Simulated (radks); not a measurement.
Spin polarisation of the 4f12 shell in Er2+. Start: [Xe] 4f(up 6, down 6); electrons of 4f are moved from spin down to spin up, other shells keep equal spins. All-electron calculation, scalar-relativistic Kohn-Sham, PBE, spin-polarised, spherical densities, finite nucleus; Fermi nuclear charge, rms radius of each element as measured or else 0.836 A^(1/3) + 0.57 fm. Program: a radial shooting solver on a logarithmic mesh with Libxc functionals.

| moment (Bohr magnetons) | E - E(0) (eV) | e(4f up) (eV) | e(4f down) (eV) | 5p down minus up (eV) | 5s down minus up (eV) |
|---|---|---|---|---|---|
| 0 | 0.000 | -17.438 | -17.438 | 0.000 | 0.000 |
| 0.5 | -0.047 | -17.624 | -17.246 | 0.150 | 0.212 |
| 1 | -0.189 | -17.804 | -17.048 | 0.301 | 0.423 |
| 1.5 | -0.425 | -17.977 | -16.843 | 0.451 | 0.635 |
| 2 | -0.756 | -18.143 | -16.632 | 0.602 | 0.847 |

At moment 2 the spin-polarisation energy is -0.756 eV and the 4f exchange splitting 1.511 eV, that is 0.756 eV per Bohr magneton; E = -I m^2/4 would give I = 0.756 eV.
